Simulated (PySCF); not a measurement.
C₆ coefficients of unlike pairs at wB97X-V

Calculated with PySCF 2.14 from the dipole response of each species, C₆(A,B) = (3/π) ∫ α_A(iu) α_B(iu) du, in atomic units, from isotropic polarisabilities. For ions this is the dispersion term alone; charge-induced terms of lower order in 1/R come first.

```tsv
species	configuration	basis	relativity	α (bohr³)	C₆ (like pair)
Sb(3+)	[Kr] 4d10 5s2 (1S)	def2-QZVPPD with the def2 core potential (28 electrons) (8s6p5d4f1g)	core potential	10.92	52.36
Si	[Ne] 3s2 3p2 (3P)	dyall-acv3z (19s12p6d4f)	none	38.65	315.1
Br(3+)	[Ar] 3d10 4s2 4p2 (3P)	aug-cc-pVQZ-DK (8s7p5d3f2g)	spin-free X2C	6.042	22.50
F-	[Ne] (1S)	aug-cc-pVQZ with one added diffuse shell each of s, p, d, f, g type (7s6p5d4f3g)	none	17.40	73.36
```

**Question.** Estimate C₆ for Br(3+) with Si.

**Answer.** The integral gives 74.49. The combination rule 2 C_A C_B / (C_A α_B/α_A + C_B α_A/α_B) gives 73.39 and the geometric mean 84.20.

No spin-orbit coupling is included.

The other pairs:

| pair | C₆ |
| --- | --- |
| Si, Sb(3+) | 119.0 |
| F-, Sb(3+) | 60.34 |
| F-, Si | 150.0 |
| F-, Br(3+) | 38.44 |
| Br(3+), Sb(3+) | 34.02 |
